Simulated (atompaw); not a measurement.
## Re: PAW (atompaw) pseudisation with PBE, scalar-relativistic reference atom.

- Element: Re
- Generator: atompaw 4.2.0.5
- Type: PAW
- Functional: PBE
- Relativity: scalar-relativistic
- Frozen core: [Kr] 4d10 4f14 5s2
- Valence charge: 13
- Reference configuration: 5p6 5d5 6s1 6p1
- Partial waves: 6s (bound): rc 2.80 bohr; 6s channel at 0.05 Ry: rc 2.80 bohr; 5p (bound): rc 2.10 bohr; 6p (bound): rc 1.90 bohr; 5d (bound): rc 2.80 bohr; 5d channel at -0.1 Ry: rc 2.80 bohr
- Local potential: bessel scheme, radius 2.55 bohr
- Core correction: smooth core density matched at 2.50 bohr
- Augmentation charge: besselshape compensation charge, radius 2.20 bohr; PAW radius 2.80 bohr; waves and projectors: custom polynom gramschmidtortho

All-electron outer shells of the reference configuration (PBE, scalar-relativistic, ld1.x):

```csv
shell,level (eV),outermost node (bohr),outermost maximum (bohr)
5s,-86.95,0.52,0.93
5p,-48.72,0.56,1.06
4f,-44.00,–,0.41
6s,-7.07,1.24,2.51
5d,-6.90,0.62,1.41
6p,-2.12,1.48,3.52
```

What the tests gave:

- Cutoffs needed: 25 Ry and 35 Ry (the cutoffs (Ry, on a coarse ladder) from which the occupation-weighted sum of valence levels, in a spherical-Bessel basis at the reference potential, stays within 10 and 1 mRy of its value at 400 Ry)
- Ghost test: no extra level below or beside the all-electron valence levels (s, p, d, f tested) (spherical-Bessel basis up to 400 Ry, 20 bohr box)
- Lowest eigenvalue of the overlap operator: 0.27 (s channel)
- Overlap eigenvalues printed by atompaw (projector basis): 0.00149, 0.0121, 1.43, 2.07, 9.03, 17.7
- Share of each valence orbital outside the PAW sphere: 6s 52 %, 5p 0 %, 6p 84 %, 5d 13 %

Generation and tests took about 23 s on one core of a shared server CPU.
